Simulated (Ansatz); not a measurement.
Calculated with Ansatz (gas phase, PBE0-D4/def2-TZVP geometries, no zero-point term in ΔE). CBS: MP2 limit from def2 TZ/QZ plus the TZ coupled-cluster correction, frozen cores. DFT in def2-TZVPP. def2 core potentials past Kr. For Ge, I outer-core shells are correlated without core-valence functions, which leaves a few kJ/mol of doubt a bond. Scalar relativity is left out up to krypton. Each species was taken in one conformer, which may not be the lowest.

Reaction (redistribution): `[Cl][GeH2][I]` + `CO[Si](F)(F)S` → `C[O][GeH2][I]` + `F[Si](F)(S)Cl`

```tsv
species	revPBE-D4 energy (Eh)
`[Cl][GeH2][I]`	-2836.01178
`CO[Si](F)(F)S`	-1003.25946
`C[O][GeH2][I]`	-2490.99890
`F[Si](F)(S)Cl`	-1348.24961
```

(1) Work out ΔE.

Largest T1 diagnostic among the species: 0.012.

Results:

(1) ΔE = (-2490.99890) + (-1348.24961) − (-2836.01178) − (-1003.25946) = 0.02273 Eh = +59.7 kJ/mol. CCSD(T)/CBS gives +65.5 kJ/mol.

Leaving LDA and LC-ωPBE aside and taking each functional with its dispersion term where it has one, the values, not all of them listed here, spread over 15.9 kJ/mol, from revPBE-D4 to BHLYP-D4. From r2SCAN to r2SCAN0 (25 % exact exchange), in def2-TZVPP and without D4, ΔE moves by +4.6 kJ/mol.
